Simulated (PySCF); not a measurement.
**Spinor energies of Sr⁻ (strontium, charge -1)**

Start: [Kr] 4d1 5s2; 4d5/2 filled at m_j = +5/2. Calculated with PySCF 2.14 in x2c-TZVPall-2c with one added diffuse shell each of s, p, d type (9s10p8d1f, 86 functions): generalised Hartree-Fock with the X2C-1e Hamiltonian and a Gaussian nucleus; one run each with spin-orbit coupling (SO) screened by Boettger's factors, then bare. This is a chosen level, not necessarily the ground level.

```
spinor shell  electrons  ε, screened SO (eV)  ε, bare SO (eV)  weight of nominal j (bare SO)  rms radius, bare SO (bohr)
       1s1/2          2             -16194.7         -16194.6                          1.000                      0.0451
       2s1/2          2              -2259.0          -2259.0                          1.000                       0.187
       2p1/2          2              -2048.6          -2051.3                          1.000                       0.163
       2p3/2          4              -1979.0          -1977.8                          1.000                       0.168
       3s1/2          2              -377.38          -377.38                          1.000                       0.524
       3p1/2          2              -299.21          -299.65                          1.000                       0.528
       3p3/2          4              -288.03          -287.83                          1.000                       0.539
       3d3/2          4              -150.90          -151.31                          1.000                       0.544
       3d5/2          6              -148.97          -148.69                          1.000                       0.549
       4s1/2          2              -50.725          -50.725                          1.000                        1.46
       4p1/2          2              -28.383          -28.433                          1.000                        1.66
       4p3/2          4              -27.097          -27.074                          1.000                        1.70
       5s1/2          2               -2.636           -2.636                          1.000                        4.95
       4d5/2          1                0.907            0.907                          1.000                        13.0
```

```json
{"quantity": "E (hartree)", "screened SO": "-3177.40721", "bare SO": "-3177.43715"}
{"quantity": "M_J", "screened SO": "5/2", "bare SO": "5/2"}
{"quantity": "⟨J²⟩", "screened SO": "8.755", "bare SO": "8.755"}
{"quantity": "⟨L²⟩", "screened SO": "6.010", "bare SO": "6.011"}
{"quantity": "⟨S²⟩", "screened SO": "0.757", "bare SO": "0.758"}
```

The configuration of this anion was assumed by filling the next shell in order. It is not the known or likely ground configuration (Ca⁻, Sr⁻ and Ba⁻, for instance, bind a p electron), so these values are not the electron affinity of the element. At GHF the highest occupied level has a positive energy, so only the finite basis holds that electron.

Breit and QED terms are absent; they matter most for the inner s and p1/2 levels.

Densities and radii are taken from the X2C orbitals without a picture-change correction, which distorts them close to the nucleus.
